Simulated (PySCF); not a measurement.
A small calculation by hand: entropy of an ideal gas

SiH2Br2, SMILES Br[SiH2]Br.

Geometry: PBE-D3(BJ)/def2-SVP.

PBE-D3(BJ)/def2-SVP (PySCF) gives the harmonic wavenumbers 114, 388, 459, 528, 657, 812, 902, 2190, 2208 cm⁻¹ and the rotational temperatures 0.5016, 0.0445, 0.0413 K. The molar mass is 189.91 g/mol, the symmetry number 2, the spin multiplicity 1.

Work out the entropy at 298.15 K and 1 atm in the rigid-rotor, harmonic-oscillator model.


Translation (Sackur–Tetrode at 1 atm): S = R[1.5 ln M + 2.5 ln T − 1.16487] = 174.2 J/(mol K).
Rotation: q = (√π/σ) T^1.5/√(θA θB θC) = 150000, S = R[ln q + 3/2] = 111.6 J/(mol K).
Vibration: with u = 1.4388 ν/T, each mode gives R[u/(e^u − 1) − ln(1 − e^−u)]:
| ν (cm⁻¹) | modes | u | S (J/(mol K)) |
|---|---|---|---|
| 114 | 1 | 0.55 | 13.39 |
| 388 | 1 | 1.87 | 4.22 |
| 459 | 1 | 2.21 | 3.22 |
| 528 | 1 | 2.55 | 2.48 |
| 657 | 1 | 3.17 | 1.51 |
| 812 | 1 | 3.92 | 0.83 |
| 902 | 1 | 4.35 | 0.58 |
The stiffer modes add less than 0.005 each. Sum 26.2 J/(mol K).
Spin: R ln 1 = 0.0 J/(mol K).
Total 312.0 J/(mol K); the program's own thermochemistry gives 312.0. Translation makes up 56 % and vibration 8 %. Anharmonicity, hindered rotation and orbital degeneracy are left out.
